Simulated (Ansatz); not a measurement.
`[CH3][Sn]([CH3])([CH3])[OH]`, charge 0, multiplicity 1.

Task: Give a relaxed structure at PBE0-D4/def2-TZVP (the Gaussian-basis code of Ansatz). (An estimate is asked.)

Result: The calculation gave: 
```xyz
15

C    -0.3569   -1.0299    1.7542
Sn    0.0574    0.2171    0.0633
C     1.5182   -0.6593   -1.2345
C    -1.6921    0.8844   -0.9513
O     0.8064    1.9224    0.7444
H    -0.8404   -1.9553    1.4365
H     0.5686   -1.2815    2.2740
H    -1.0179   -0.5048    2.4444
H     2.4189   -0.9119   -0.6734
H     1.1258   -1.5696   -1.6909
H     1.7799    0.0469   -2.0230
H    -2.2290    0.0451   -1.3953
H    -1.4114    1.5835   -1.7394
H    -2.3496    1.3939   -0.2465
H     1.6223    1.8190    1.2375
```
Point group Cs.
This is one stationary point; other conformers may exist.
